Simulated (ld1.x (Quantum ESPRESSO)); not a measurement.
Varying the TM semilocal potential for Bi

Base potential:

ld1.x (Quantum ESPRESSO) 7.5 input, shortened:

```
&input
   title='Bi', zed=83., rel=1, dft='PBE', iswitch=3,
   config='[Xe] 4f14 5d10 6s2 6p3'
 /
 &inputp
   pseudotype=1, tm=.true., lloc=2,
   nlcc=.true., new_core_ps=.true.
 /
3
6S  1  0   2.00   0.00  1.60  1.60  0.0
6P  2  1   3.00   0.00  2.05  2.05  0.0
5D  3  2  10.00   0.00  1.10  1.10  0.0
 &test
   configts(1)='5d10 6s2 6p3'
 /
```

Cutoffs, loose and tight: the cutoffs (Ry, on a coarse ladder) from which the occupation-weighted sum of valence levels, in a spherical-Bessel basis at the reference potential, stays within 10 and 1 mRy of its value at 400 Ry. They do not see the model core or the augmentation charge, which bear on the density cutoff. Test errors are all-electron minus pseudo excitation energies from the reference, over the configurations 5d10 6s2 6p2; 5d10 6s2 6p1; 5d10 6s2 6p0; 5d10 6s1 6p4; 5d10 6s2 6p3.3; 5d9 6s2 6p3; 5d9 6s2 6p4. A dash means not determined; rows that change the core or the reference have their own tests. The largest error is taken over the tests solved by every variant that gives reliable tests at all: 5d10 6s1 6p4; 5d10 6s2 6p0; 5d10 6s2 6p1; 5d10 6s2 6p2; 5d10 6s2 6p3.3.

A semilocal file is local in each channel, so a ghost entry of none says nothing of the separable form that plane-wave codes build from it.

```csv
change,outcome,"cutoff, loose","cutoff, tight",bound ghosts,largest test error (meV)
base,generated,90 Ry,120 Ry,none,-33
wave 6p (bound): rc 2.05 bohr becomes 6p (bound): rc 1.54 bohr,generated,120 Ry,160 Ry,none,+67
wave 6p (bound): rc 2.05 bohr becomes 6p (bound): rc 1.88 bohr,generated,90 Ry,120 Ry,none,-26
wave 6p (bound): rc 2.05 bohr becomes 6p (bound): rc 2.02 bohr,generated,90 Ry,120 Ry,none,-33
wave 6p (bound): rc 2.05 bohr becomes 6p (bound): rc 2.34 bohr,generated,90 Ry,120 Ry,none,-36
wave 6p (bound): rc 2.05 bohr becomes 6p (bound): rc 2.54 bohr,generated,90 Ry,120 Ry,none,-37
wave 6p (bound): rc 2.05 bohr becomes 6p (bound): rc 3.10 bohr,generated,90 Ry,120 Ry,none,-76
```

Task: What comes out with this change to the base: wave 6p (bound): rc 2.05 bohr becomes 6p (bound): rc 2.80 bohr?

Result: outcome: generated; cutoff, loose: 90 Ry; cutoff, tight: 120 Ry; bound ghosts: none; largest test error (meV): -47.

Task: What comes out with this change to the base: wave 6p (bound): rc 2.05 bohr becomes 6p (bound): rc 1.36 bohr?

Result: outcome: failed: run_pseudo: Errors in PS-KS equation. Cause: the pseudo-atom solver did not find the valence states with the expected number of nodes, which is the usual sign of a ghost state.

Reading the sweep of the p radius (base included, trends over the rows without a ghost): The loose cutoff falls from 120 Ry at 1.54 to 90 Ry at 3.1 bohr. A larger radius leaves more room for a smooth pseudo-wave, so fewer plane waves are needed; a smaller one forces it to follow the all-electron wave where it bends sharply. The median size of the test errors (rows with all tests solved) rises from 5.0 meV at 1.88 to 14.4 meV at 3.1 bohr. More of the atom is replaced by a form fitted at one configuration, so other configurations suffer as the radius grows. The generation fails at 1.36 bohr.
